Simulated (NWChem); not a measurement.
System: InI2F; SMILES [I][In]([F])[I]

Input file for NWChem:

```
start job
memory heap 200 mb stack 900 mb global 1100 mb
geometry units angstroms
  In     0.630970    -0.072214    -0.119675
  F      2.555828    -0.292366    -0.484763
  I     -0.266490    -1.369561     2.058141
  I     -0.687012     1.478658    -1.877297
end
basis spherical
  * library def2-svp
end
ecp
  In library def2-ecp
  I library def2-ecp
end
dft
  xc pbe0
  iterations 150
end
driver
  maxiter 120
end
task dft optimize
dft
  grid fine
  convergence energy 1d-8 density 1d-7
end
task dft freq numerical
```

def2 effective core potentials on In, I; no spin-orbit coupling.

The level has its own optimisation; frequencies are unscaled.

Problem. What results follow from this input? (PBE0/def2-SVP with def2 effective core potentials on In, I.) Quantities: r F–In (Å); r I–In (Å); highest harmonic frequency (cm⁻¹); lowest (cm⁻¹); zero-point energy (kcal/mol).

Solution. 
```
Quantity                           Value
---------------------------------  -----
r F–In (Å)                         1.951
r I–In (Å)                         2.642
highest harmonic frequency (cm⁻¹)    617
lowest (cm⁻¹)                         49
zero-point energy (kcal/mol)         1.9
```
